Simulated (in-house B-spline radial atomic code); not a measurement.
A fraction x of an electron is removed from 3d in the iron ion Fe⁵⁺, starting from [Ar] 3d3 and keeping the highest spin. Level of theory: non-relativistic Hartree-Fock with fractional occupations, spin-polarised, spherical fractional occupations, point nucleus; calculated with a radial B-spline atomic code at the basis-set limit.

Caution: exact exchange at fractional occupations of open shells leaves self-interaction of up to several eV.

```csv
x,E(x) - E(0) (eV),3d up level (eV)
0,0.0000,-90.166
0.06,5.4424,-91.250
0.18,16.5231,-93.430
0.32,29.7824,-95.993
0.41,38.4964,-97.653
0.5,47.3602,-99.321
0.62,59.4129,-101.560
0.65,62.4681,-102.122
0.77,74.8582,-104.381
0.91,89.6570,-107.035
1,99.3674,-108.753
```

The exact functional would give a straight line between the two integer points. Deviations E(x) - E(0) - x[E(1) - E(0)], in eV: -0.52 at x = 0.06, -1.363 at x = 0.18, -2.015 at x = 0.32, -2.244 at x = 0.41, -2.324 at x = 0.5, -2.195 at x = 0.62, -2.121 at x = 0.65, -1.655 at x = 0.77, -0.767 at x = 0.91.

The curve lies below the straight line by up to 2.324 eV (at x = 0.5): with spherically averaged exact exchange in an open shell, this holds the self-interaction named above.

Task: How well does Slater's transition state (minus the level at half occupation) give the ionisation energy?

Result: It gives 99.321 eV against 99.367 eV from the two total energies; NIST lists 98.98 eV, ground level to ground level. The end point has an open shell averaged over its orbitals, so its exact exchange keeps a self-interaction and this is no true integer point.
